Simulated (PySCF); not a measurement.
C₂H₅FO₂Si, SMILES C[Si@H](F)C(=O)O. Heavy atoms are numbered as in [CH3:1][Si@H:2]([F:3])[C:4](=[O:5])[OH:6]. Hydrogens are named by the atom that carries them.

Geometry optimised at B3LYP-D3(BJ)/def2-SVP. The structure was generated by enumeration; whether it is a known compound was not checked. One conformer was computed; it need not be the lowest.

All values below come from PySCF with PBE/def2-TZVP.

Atomic charges (e), one atom of each kind:

```csv
atom,Mulliken,meta-Löwdin,Löwdin
C1 (CH3),(withheld),-0.61,-0.44
Si2 (SiH),0.51,0.99,0.21
F3,(withheld),-0.48,0.01
C4,(withheld),0.26,-0.61
O5,-0.26,-0.42,0.12
O6 (OH),-0.30,-0.42,0.12
H on C1,(withheld),0.14,0.14
H on Si2,-0.03,-0.10,-0.02
H on O6,0.29,0.34,0.18
```

Task: What belongs in the gaps? (Estimate from the structure and the level; the computed values follow.)

Result: 
- C1 (CH3), Mulliken: -0.48
- F3, Mulliken: -0.29
- C4, Mulliken: 0.12
- H on C1, Mulliken: 0.15

Computed Mayer and Wiberg (Löwdin basis) orders of the bonds:
```tsv
bond	Mayer	Wiberg
C1–Si2	1.03	1.24
Si2–F3	1.13	1.70
Si2–C4	0.88	0.97
C4–O5	1.97	2.69
C4–O6	1.23	1.86
```
